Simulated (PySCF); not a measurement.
Ge(AsH2)(F)3 (AsF3GeH2), SMILES [F][Ge]([F])([F])[AsH2].

Coordinates come from a B3LYP-D3(BJ)/def2-SVP optimisation. The structure was generated by enumeration, and PubChem lists no compound with its InChIKey, so it may never have been made.

Computed with PySCF with B3LYP-D3(BJ)/def2-SVP.

Frequencies are harmonic and unscaled.

Computed normal modes with their intensities:
| mode | ν (cm⁻¹) | IR (km/mol) | moving atoms (share of kinetic energy) |
|---|---|---|---|
| 1 | 61 | 1.5 | H 95 % |
| 2 | 111 | 2.9 | F 69 %, Ge 17 %, As 12 % |
| 3 | 116 | 2.1 | F 71 %, Ge 16 %, As 11 % |
| 4 | 211 | 22.0 | F 50 %, As 47 % |
| 5 | 229 | 13.0 | F 85 %, Ge 14 % |
| 6 | 229 | 12.2 | F 86 %, Ge 13 % |
| 7 | 316 | 52.2 | Ge 50 %, F 36 %, As 14 % |
| 8 | 627 | 12.6 | H 93 % |
| 9 | 655 | 2.2 | H 96 % |
| 10 | 710 | 94.5 | F 85 %, Ge 14 % |
| 11 | 741 | 76.0 | F 74 %, Ge 25 % |
| 12 | 744 | 76.0 | F 73 %, Ge 26 % |
| 13 | 990 | 13.8 | H 99 % |
| 14 | 2184 | 45.6 | H 99 % |
| 15 | 2196 | 55.0 | H 99 % |
